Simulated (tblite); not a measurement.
Compound: C4H11PSi.
Geometry (GFN2-xTB, Å), atoms numbered from 1 in this order:
```xyz
17
C4H11PSi angstrom
C     -3.1771   -0.6893   -0.9611
C     -2.4803    0.3315   -0.4957
C     -1.2876    0.1987    0.3843
P      0.2574    0.7621   -0.5195
C      1.5171    0.1273    0.6772
Si     3.2688    0.1569   -0.0733
H     -2.9277   -1.7075   -0.7089
H     -4.0278   -0.5534   -1.6064
H     -2.7463    1.3450   -0.7662
H     -1.1593   -0.8332    0.7227
H     -1.3875    0.8513    1.2591
H      0.3042   -0.3493   -1.3760
H      1.4836    0.7820    1.5513
H      1.2428   -0.8770    1.0059
H      4.2013   -0.2986    0.9620
H      3.5885    1.5197   -0.4938
H      3.3228   -0.7541   -1.2186
```

Computed with GFN2-xTB (tblite): harmonic, unscaled wavenumbers at the GFN2-xTB geometry, gas phase. This tight-binding method is rough: wavenumbers can miss measured ones by several per cent, in bad cases by 10 to 20. Modes of hydrogen on phosphorus and silicon can be 10 to 20 % off. One conformer, not necessarily the lowest.

Harmonic wavenumbers (cm⁻¹): 41.4, 61.1, 83.0, 106.0, 117.2, 199.8, 255.2, 412.6, 502.2, 522.2, 587.2, 672.1, 706.6, 723.3, 764.6, 768.6, 778.9, 788.2, 798.5, 869.9, 886.1, 922.7, 963.2, 1015.2, 1048.3, 1078.0, 1130.8, 1170.0, 1193.4, 1288.0, 1408.5, 1426.5, 1436.4, 1709.8, 2230.2, 2247.0, 2259.0, 2283.3, 2916.0, 2937.2, 2944.8, 2953.4, 3057.7, 3096.2, 3126.6.

A = 8221, B = 775.0, C = 771.6 MHz; mass 118.037 u (most abundant isotopes); point group C1, symmetry number 1.

Zero-point energy?

Half the sum of the wavenumbers: 28243 cm⁻¹ = 80.75 kcal/mol.

Entropy at 298.15 K, 1 bar (ideal gas, RRHO, classical rotation)?

Translation 40.24, rotation 28.57, vibration 29.44: S = 98.2 cal/(mol K).

And Cp and H(298.15 K) − H(0)?

Cp = 36.32 cal/(mol K), of which vibrations give 28.37 (their classical limit is 45 R = 89.4); H(298.15 K) − H(0) = 6.73 kcal/mol without the zero-point energy, 4.36 from vibrations.

How do the functions run with temperature in this model?

| T (K) | S (cal/(mol K)) | Cp (cal/(mol K)) | H − H(0) (kcal/mol) | G − H(0) (kcal/mol) | ln q(vib) |
| --- | --- | --- | --- | --- | --- |
| 150 | 78.8 | 22.4 | 2.42 | -9.40 | 3.67 |
| 250 | 92.3 | 31.6 | 5.10 | -17.97 | 6.26 |
| 400 | 110.2 | 45.5 | 10.91 | -33.19 | 9.95 |
| 600 | 131.4 | 58.8 | 21.43 | -57.40 | 14.72 |
| 900 | 157.8 | 71.5 | 41.13 | -100.93 | 21.39 |

q(vib) and H(0) count from the zero-point level.

What must be added to the electronic energy to get the Gibbs energy at 298.15 K and 1 bar?

ZPE + [H(298.15 K) − H(0)] − T·S = 80.75 + 6.73 − 29.29 = 58.19 kcal/mol.

Hindered rotation and anharmonicity are outside this model. Other conformers, if any are populated, would add a mixing term that is left out. The structure is chiral; the term R ln 2 for an equal mix with its mirror image is left out.
